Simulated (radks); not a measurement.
Values are calculated unless marked as measured or tabulated.
Question: These are the eigenvalues of the occupied orbitals of an atom or ion with whole-number occupations (eV). Level of theory: Dirac Kohn-Sham, PBE, spin-unpolarised, spherical densities, finite nucleus; Fermi nuclear charge, rms radius of each element as measured or else 0.836 A^(1/3) + 0.57 fm (a radial shooting solver on a logarithmic mesh with Libxc functionals).

orbital  eigenvalue
1s1/2     -6453.441
2s1/2     -769.4916
2p1/2     -662.6724
2p3/2     -652.2460
3s1/2     -110.5478
3p1/2      -79.9205
3p3/2      -78.6171
3d3/2      -30.2799
3d5/2      -30.1422
4s1/2      -21.5699

Which element is it, and in what charge state? The configuration may be excited. Open shells, if any, are shared by 2j + 1.

Answer: Z = 25, manganese, charge +2: Mn2+ in [Ar] 3d4 4s1. The list shows which subshells hold electrons but not how many an open one holds; the 1s level, -237.16 hartree, gives Z - s = 21.8 by -(Z - s)^2/2, which with screening and relativity narrows Z to a few neighbours, and the depths of the outer levels then fix element, charge and occupations together.
